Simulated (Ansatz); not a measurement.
The same atomization along the group C, Si, Ge, Sn.

Computed with Ansatz on PBE0-D4/def2-TZVP structures; ΔE is electronic, products minus reactants. CCSD(T)/CBS adds triple-zeta CCSD(T) − MP2 to the extrapolated MP2 energy (def2 sets, frozen cores). This one scheme is used for every species, atoms too. DFT in def2-TZVPP. Open shells (•) are unrestricted, without spin–orbit coupling. Spin–orbit coupling would lower the free atoms: a little for C, Cl, Si; clearly for Br, Ge; strongly for Sn. def2 core potentials past Kr. Bonds to Br, Ge, Sn are less sure, by a few kJ/mol each and by 10 to 20 or more in all where they break to atoms, as the def2 sets lack core-valence functions. Scalar relativity is left out up to krypton.

| reaction | B97M-V (kcal/mol) | B2PLYP (kcal/mol) | HF/CBS(def2) (kcal/mol) | CCSD(T)/CBS(def2) (kcal/mol) |
| --- | --- | --- | --- | --- |
| `ClC(Cl)(Cl)Br` → Br• + 3 Cl• + C• | 304.7 | 290.6 | 167.1 | 303.7 |
| `Cl[Si](Cl)(Cl)Br` → Br• + 3 Cl• + Si• | 379.0 | 358.9 | 270.3 | 374.1 |
| `[Cl][Ge]([Cl])([Cl])[Br]` → Br• + 3 Cl• + Ge• | 332.9 | 312.4 | 224.0 | 325.3 |
| `[Cl][Sn]([Cl])([Cl])[Br]` → Br• + 3 Cl• + Sn• | 317.4 | 292.9 | 212.4 | 312.5 |

Largest T1 diagnostic: 0.012, for Si•.

For atomizations the MP2-based limit and the directly extrapolated one differ by several kJ/mol either way, and by 10 to 25 for some Ge, Se and Sn compounds, so smaller differences from it don't rank the levels.
